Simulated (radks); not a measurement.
The numbers below are computed, except where a source is named.
Question: The table gives one normalised radial function P(r) = r R(r) of Yb64+ in [He] 2s2 2p2 (r in bohr). Level of theory: scalar-relativistic Kohn-Sham, SCAN, spin-polarised, spherical densities, finite nucleus; open shells are filled with parallel spins first (spin-orbit coupling, left out, can overturn this in heavy ions); meta-GGA in the generalised Kohn-Sham scheme; Fermi nuclear charge, rms radius 5.3108 fm (a radial shooting solver on a logarithmic mesh with Libxc functionals).

r	P
0.0007179	0.0091
0.000891	0.0131
0.001097	0.0185
0.001362	0.0266
0.00169	0.0383
0.002097	0.0552
0.002582	0.0783
0.003205	0.1124
0.003977	0.1611
0.004936	0.2299
0.006078	0.3224
0.007543	0.4546
0.009362	0.6348
0.01153	0.8650
0.01431	1.1735
0.01775	1.5586
0.02204	2.0150
0.02713	2.5006
0.03367	3.0024
0.04179	3.4215
0.05186	3.6540
0.06386	3.6072
0.07925	3.2264
0.09836	2.5498
0.1221	1.7279
0.1503	0.9926
0.1865	0.4430
0.2315	0.1478
0.285	0.0365
0.3538	0.0055
0.4391	0.0005
0.5449	0.0000

Which n and l does it have? It may be an empty orbital.

Answer: n = 2, l = 1: the number of nodes gives n - l - 1 = 0, the rise at small r (about r^(l+1), flatter next to the nucleus through relativity) gives l, and the extent must fit the shell. The curve is that of 2p up; the table hardly tells the two spins apart. 2p up: eigenvalue -15317.0 eV, 0 radial nodes, <r> = 0.0708 bohr, 90 % of the charge inside 0.114 bohr.
